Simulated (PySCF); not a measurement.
Gas-phase reaction: SiH + 3 C3H6 (cyclic) + CH2FCF3 = (CH3)3Si + 4 CH2CHF

Method: PySCF energies (xtb for GFN2) plus ideal-gas RRHO corrections (1 bar). † marks an energy on the PBE0/def2-TZVP geometry and frequencies; other levels use their own. MP2 freezes the core. 6-31G* has spherical d functions here. Open shells (unrestricted): SiH (multiplicity 2, electronic degeneracy 4), (CH3)3Si (multiplicity 2); the rest are closed-shell singlets. GFN2 has no spin-polarisation term. Spin-orbit splitting is ignored; it lowers the true energy and changes the entropy of SiH. B3LYP is the form with VWN-RPA correlation. (CH3)3Si: computed as isolated molecules; such fragments, hydroxides, amides, oligomers or adducts are transient or little studied in the gas. MP2 isn't extrapolated to the basis-set limit; its ΔH°(298 K) is -67.1 kJ in def2-SVP and -136.0 kJ in def2-TZVPP. The harmonic model lacks anharmonicity and excited electronic states, which grow with temperature; levels with a mode under 35 cm⁻¹ are left out. Internal rotation in CH2FCF3, (CH3)3Si is treated as a harmonic vibration of one conformer, which makes the entropy rough.

| level | ΔE electronic, kJ | ΔH°(298 K), kJ | ΔS°(298 K), J/K | ΔG°(1000 K), kJ |
|---|---|---|---|---|
| B3LYP/6-31G* | -112 | -125 | 122 | -257 |
| GFN2-xTB | 57 | 47 | 126 | -90 |
| HF/6-31G* | -67 | -82 | 120 | -214 |
| MP2/def2-SVP† | -52 | -67 | 121 | -200 |
| PBE/def2-SVP | -102 | -115 | 122 | -247 |
| PBE0/def2-SVP† | -58 | -73 | 121 | -206 |
| PBE0/def2-TZVP | -112 | -128 | 121 | -260 |
| ωB97M-V/def2-TZVP† | -130 | -145 | 121 | -277 |
ΔH° is lowest at ωB97M-V/def2-TZVP† and highest at GFN2-xTB. No reference value is set beside these.
